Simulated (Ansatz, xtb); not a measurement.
Two isomers of CH8BNSe

We compare I, `C[B@H-]([NH3+])[SeH]`, a singlet, with II, `C[Se][BH2-][NH3+]`, a singlet. Both are isolated molecules in the gas phase, relaxed with PBE0-D3(BJ)/def2-SVP; the shapes shown needn't be the lowest conformers.

I (Å):

```xyz
12

C     1.8935    1.4740   -0.7614
B     1.0348    1.4536    0.5930
N    -0.0876    0.2657    0.4536
Se   -0.0590    3.1809    0.7940
H     2.3933    0.5073   -0.9553
H     2.6908    2.2296   -0.6925
H     1.2992    1.7215   -1.6600
H     1.6526    1.1864    1.6120
H    -0.6678    0.2220    1.2925
H     0.3396   -0.6520    0.3029
H    -0.7111    0.4727   -0.3305
H    -0.3310    3.0615    2.2350
```

II (Å):

```yaml
atoms:
  - { symbol: C, position_ang: [0.2291, -0.9060, -1.3561] }
  - { symbol: B, position_ang: [0.0534, 1.2636, 0.7714] }
  - { symbol: N, position_ang: [-0.5718, 2.4450, -0.1672] }
  - { symbol: Se, position_ang: [1.4153, 0.2747, -0.3458] }
  - { symbol: H, position_ang: [0.8531, -1.6211, -1.9091] }
  - { symbol: H, position_ang: [-0.4224, -1.4567, -0.6639] }
  - { symbol: H, position_ang: [-0.3888, -0.3579, -2.0825] }
  - { symbol: H, position_ang: [-0.8863, 0.5660, 1.1155] }
  - { symbol: H, position_ang: [0.6280, 1.8333, 1.6834] }
  - { symbol: H, position_ang: [0.1891, 3.0026, -0.5615] }
  - { symbol: H, position_ang: [-1.2014, 3.0615, 0.3524] }
  - { symbol: H, position_ang: [-1.0900, 2.0496, -0.9534] }
```

Quicker runs give these differences E(II) − E(I): GFN2-xTB +0.6 kcal/mol; HF/STO-3G +0.7 kcal/mol (at GFN2-xTB geometries); r2SCAN-D4/def2-SVP +7.7 kcal/mol (at GFN2-xTB geometries).

**Question.** Estimate E(II) − E(I) at the level CCSD(T)/def2-SVP + ΔMP2/def2-TZVPP.

**Answer.** Calculated at CCSD(T)/def2-SVP + ΔMP2/def2-TZVPP: E(II) − E(I) = +10.0 kcal/mol, so structure I lies lower.

How the difference moves with the method:

| level | geometry | E(II) − E(I) (kcal/mol) | departure from the last row (kcal/mol) | job, with rough time for the two |
| --- | --- | --- | --- | --- |
| GFN2-xTB | GFN2-xTB | +0.6 | −9.4 | optimisation, 0.12 s |
| HF/STO-3G | GFN2-xTB | +0.7 | −9.4 | single point, 0.44 s |
| r2SCAN-D4/def2-SVP | GFN2-xTB | +7.7 | −2.4 | single point, 2.6 s |
| PBE0-D3(BJ)/def2-SVP | PBE0-D3(BJ)/def2-SVP | +11.5 | +1.5 | optimisation, 74 s |
| HF/def2-SVP | PBE0-D3(BJ)/def2-SVP | +11.9 | +1.9 | part of the CCSD(T) run |
| MP2/def2-SVP | PBE0-D3(BJ)/def2-SVP | +12.5 | +2.5 | part of the CCSD(T) run |
| CCSD(T)/def2-SVP | PBE0-D3(BJ)/def2-SVP | +12.5 | +2.5 | single point |
| CCSD(T)/def2-SVP + ΔMP2/def2-TZVPP | PBE0-D3(BJ)/def2-SVP | +10.0 |  | single point, 33 s |

As drawn, II has 1 C–Se, 1 B–H in place of 1 C–B, 1 Se–H.

The levels shown agree on the order. The largest departure from CCSD(T)/def2-SVP + ΔMP2/def2-TZVPP is that of GFN2-xTB, 9.4 kcal/mol. The last row adds to CCSD(T) the change of the MP2 difference between the two basis sets, here −2.5 kcal/mol.

With harmonic frequencies from PBE0-D3(BJ)/def2-SVP (ideal gas, rigid rotor, one conformer each, 298.15 K, 1 atm): on the last row, ΔE + ΔZPE = +10.8, ΔH = +10.9, ΔG = +10.3 kcal/mol.

The correlated steps freeze 12 core orbitals; the filled d shell of Se is correlated, in a basis made for valence electrons. Run with Ansatz 0.2.0, xtb 6.7.1; the last row on 2 threads of Intel(R) Xeon(R) Platinum 8488C (Sapphire Rapids) on a shared host.
